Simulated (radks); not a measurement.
Mn+, 24 electrons, occupied as [Ar] 3d(up 4.5, down 0.5) 4s(up 0.5, down 0.5) (fractional occupations, a model configuration). Calculated with a radial shooting solver on a logarithmic mesh with Libxc functionals: scalar-relativistic Kohn-Sham, PBEsol, spin-polarised, spherical densities, point nucleus. Some entries of the table are withheld. Estimate them.

orbital  occ.  eigenvalue (Ry)  <r> (bohr)  r(max) (bohr)
1s down     1        -472.6152     0.06094        0.03990
1s up       1        -472.6147     0.06094        0.03990
2s up       1        -55.22258      0.2799         0.2327
2s down     1        -55.09425      0.2794         0.2326
2p up       3        -46.87817      0.2475         0.1885
2p down     3        -46.78038      0.2470         0.1883
3s up       1         -7.00318      0.8522         0.7364
3s down     1         -6.69993      0.8547         0.7372
3p up       3         -4.71274      0.9040            (1)
3p down     3         -4.41462      0.9090            (2)
3d up     4.5         -1.19316       1.164         0.7586
3d down   0.5         -0.92387       1.246         0.7692
4s up     0.5         -0.90448       2.746          2.337
4s down   0.5         -0.81971       2.896          2.454

Answer. 
(1) 3p up r(max) (bohr): 0.7521
(2) 3p down r(max) (bohr): 0.7535
